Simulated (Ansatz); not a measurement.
Start from `C[CH2][Mg][CH3]` and change one atom or group to get `[CH3][Mg][CH3]`.

Ansatz, PBE0-D4/def2-TZVP geometries, multiplicity 1. Each molecule was computed in one conformer, which needn't be the lowest.

| property | `C[CH2][Mg][CH3]` |
| --- | --- |
| HOMO energy (PBE/def2-TZVPP) / eV | -4.97 |
| LUMO energy (PBE0/def2-TZVPP) / eV | -0.51 |
| HOMO–LUMO gap (PBE/def2-TZVPP) / eV | 3.82 |
| HOMO energy (ωB97M-V/def2-TZVPP) / eV | -8.29 |
| HOMO–LUMO gap (PBE0/def2-TZVPP) / eV | 5.60 |
| HOMO–LUMO gap (ωB97M-V/def2-TZVPP) / eV | 8.78 |

Problem. What does the change do to each property? (An estimate is asked.)

Solution. Computed: 
```json
{"property": "HOMO energy (PBE/def2-TZVPP) / eV", "`[CH3][Mg][CH3]`": "-5.29", "shift": "-0.32"}
{"property": "LUMO energy (PBE0/def2-TZVPP) / eV", "`[CH3][Mg][CH3]`": "-0.51", "shift": "0.00"}
{"property": "HOMO–LUMO gap (PBE/def2-TZVPP) / eV", "`[CH3][Mg][CH3]`": "4.16", "shift": "0.34"}
{"property": "HOMO energy (ωB97M-V/def2-TZVPP) / eV", "`[CH3][Mg][CH3]`": "-8.66", "shift": "-0.37"}
{"property": "HOMO–LUMO gap (PBE0/def2-TZVPP) / eV", "`[CH3][Mg][CH3]`": "5.95", "shift": "0.35"}
{"property": "HOMO–LUMO gap (ωB97M-V/def2-TZVPP) / eV", "`[CH3][Mg][CH3]`": "9.13", "shift": "0.35"}
```
